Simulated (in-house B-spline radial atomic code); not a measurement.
## Binding energies in Rh II (Rh+)

NIST's tabulated ground configuration is [Kr] 4d8; each binding energy is the energy of the ion with one electron taken from that subshell, relaxed, less that of the parent. Level of theory: Dirac-Kohn-Sham LDA VWN5, spherical fractional occupations, Fermi nucleus of rms radius 4.4945 fm; calculated with an all-electron radial atomic-structure program (B-spline basis). Energies include first-order Breit, QED and recoil terms.

```csv
subshell,X-ray name,binding energy (eV),-ε (eV),relaxation (eV)
1s,K,23237.9,23003.3,-294.4
2s,L1,3384.8,3341.5,-49.8
2p1/2,L2,3152.4,3096.5,-62.2
2p3/2,L3,3006.9,2952.1,-59.1
3s,M1,618.5,602.9,-16.6
3p1/2,M2,522.9,506.9,-16.9
3p3/2,M3,498,482.1,-16.4
3d3/2,M4,328.9,311.3,-17.7
3d5/2,M5,324,306.4,-17.6
4s,N1,97.55,90.26,-7.45
4p1/2,N2,68.05,61.01,-7.15
4p3/2,N3,64.05,57.06,-7.05
4d,"N4,5",19.78,13.85,-5.92
```

Relaxation = -ε minus the binding energy without Breit, QED and recoil terms. With a density functional, K lines can miss by some tenths of a per cent, more in light atoms. For a density functional the relaxation so defined is negative, because -ε of a Kohn-Sham level is smaller than the binding energy.

Emission lines follow as differences of binding energies, with λ = 12398.42 eV·Å / E:

```csv
line,holes,energy (eV),wavelength (Å)
K-L3,1s → 2p3/2,20231.0,0.61284
K-L2,1s → 2p1/2,20085.5,0.61728
K-M3,1s → 3p3/2,22739.9,0.54523
L3-M5,2p3/2 → 3d5/2,2682.9,4.6213
L2-M4,2p1/2 → 3d3/2,2823.5,4.3912
L1-M3,2s → 3p3/2,2886.8,4.2949
L3-M1,2p3/2 → 3s,2388.4,5.1911
```

Problem. What screening constant σ does Moseley's law, E = (3/4)·13.6057 eV·(Z - σ)², need for K-L3?

Solution. σ = 0.47.

Moseley's non-relativistic formula needs a falling, then negative, screening constant for heavy elements, because relativity binds the 1s electron more strongly than the formula allows.

Problem. What does it cost to remove both a 2p3/2 and a 2p1/2 electron?

Solution. 6283.3 eV, which is 124 eV more than the two single binding energies together.

Problem. What does it cost to remove both a 1s and a 4d electron?

Solution. 23273 eV, which is 14.91 eV more than the two single binding energies together.

Problem. What does it cost to remove both a 3p1/2 and a 4p3/2 electron?

Solution. 604.35 eV, which is 17.36 eV more than the two single binding energies together.
